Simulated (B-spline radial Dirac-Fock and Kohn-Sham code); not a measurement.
Dipole and non-dipole photoemission parameters of Sb 3d5/2

System: neutral antimony, configuration [Kr] 4d10 5s2 5p3; threshold 528.2 eV (tabulated edge). Level of theory: Dirac-Hartree-Slater photoionisation with a Latter tail; cross sections with all multipoles, angular parameters from the dipole term and its interference with E2; an atomic code on a B-spline grid.

Input file task.json (cfg lists n, l and occupation; rrms is the nuclear radius in fm):

```json
{"items": [{
  "Z": 51,
  "q": 0,
  "cfg": [[1, 0, 2], [2, 0, 2], [2, 1, 6], [3, 0, 2], [3, 1, 6], [3, 2, 10], [4, 0, 2], [4, 1, 6], [4, 2, 10], [5, 0, 2], [5, 1, 3]],
  "A": 121,
  "rrms": 4.6802,
  "do": "xps",
  "hv": [55.7, 60, 60.5, 60.8, 63.2, 80, 150, 188.0, 200, 202.0, 210.0, 213.0, 313.0, 630.0, 800, 1040.0, 1200.0, 1890.0, 2010.0, 2660.0, 2740.0, 2984.4, 4000, 6230.0, 7040.0, 8047.8, 8380.0, 8390.0, 10000.0, 13300.0],
  "edges": {"K": 30491.0, "L1": 4698.0, "L2": 4380.0, "L3": 4132.0, "M1": 940.0, "M2": 812.7, "M3": 766.4, "M4": 537.5, "M5": 528.2, "N1": 153.2, "N2": 95.6, "N3": 95.6}
}]}
```

Command: `python xray2_run.py task.json out`

| hν (eV) | σ (kb) | β | γ | δ |
| --- | --- | --- | --- | --- |
| 630 | 1770 | 0.419 | -0.045 | 0.000 |
| 800 | 1050 | 0.805 | -0.078 | 0.012 |
| 1040 | 568 | 1.064 | -0.018 | 0.029 |
| 1200 | 393 | 1.143 | 0.043 | 0.037 |
| 1890 | 109 | 1.223 | 0.317 | 0.063 |
| 2010 | 90.7 | 1.220 | 0.361 | 0.067 |
| 2660 | 38.2 | 1.180 | 0.569 | 0.088 |
| 2740 | 34.8 | 1.173 | 0.591 | 0.091 |
| 2984.4 | 26.4 | 1.153 | 0.657 | 0.099 |
| 4000 | 10.0 | 1.064 | 0.881 | 0.133 |
| 6230 | 2.12 | 0.902 | 1.210 | 0.208 |
| 7040 | 1.36 | 0.854 | 1.295 | 0.234 |
| 8047.8 | 0.827 | 0.802 | 1.384 | 0.267 |
| 8380 | 0.711 | 0.786 | 1.411 | 0.278 |
| 8390 | 0.708 | 0.786 | 1.412 | 0.278 |
| 10000 | ? | ? | ? | ? |
| 13300 | 0.120 | 0.611 | 1.681 | 0.426 |

Q: Give the values at 10000 eV.

A: σ = 0.364 kb, β = 0.718, γ = 1.522, δ = 0.328.

Values without a named source are computed, but for edge energies of neutral atoms, which are taken from tables.
